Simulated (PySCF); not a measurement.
Ce: ionisation energy

Ce [Xe] 4f1 5d1 6s2 (high-spin determinant) → Ce+ [Xe] 4f1 5d2 (high-spin determinant), as a difference of total energies. All numbers are calculated (PySCF 2.14, the spin-free X2C one-electron Hamiltonian (Gaussian nucleus), in ANO-RCC-VTZP (8s7p5d3f2g1h, 104 functions)). Correlated levels: valence: [Kr] 4d10 frozen; valence and next inner shell: [Ar] 3d10 frozen. The calculations carry no spin-orbit coupling.

| method | ionisation energy (eV) | plus first-order spin-orbit estimate | difference from reference of that sum (eV) |
| --- | --- | --- | --- |
| UHF | 4.424 | 4.389 | -1.150 |
| LDA | 5.985 | 5.950 | +0.411 |
| PBE0 | 5.330 | 5.295 | -0.244 |
| MP2 (valence) | 5.522 | 5.487 | -0.052 |
| SCS-MP2 (valence) | 5.539 | 5.504 | -0.035 |
| MP2 (valence and next inner shell) | 5.655 | 5.620 | +0.081 |
| SCS-MP2 (valence and next inner shell) | 5.642 | 5.607 | +0.068 |

Reference: 5.539 eV (measured; NIST Atomic Spectra Database, ionization energies).

A first-order spin-orbit estimate (lowest level to lowest level, LS coupling) adds -0.035 eV.

The ground level that NIST lists for one species does not belong to the high-spin term computed here, so part of any gap is the choice of state.

Errors of the correlated levels include the incompleteness of this basis and the frozen core.

The determinant of Ce and of Ce+ mixes LS terms, which raises its energy above the lowest term, most at the Hartree-Fock and MP2 levels.
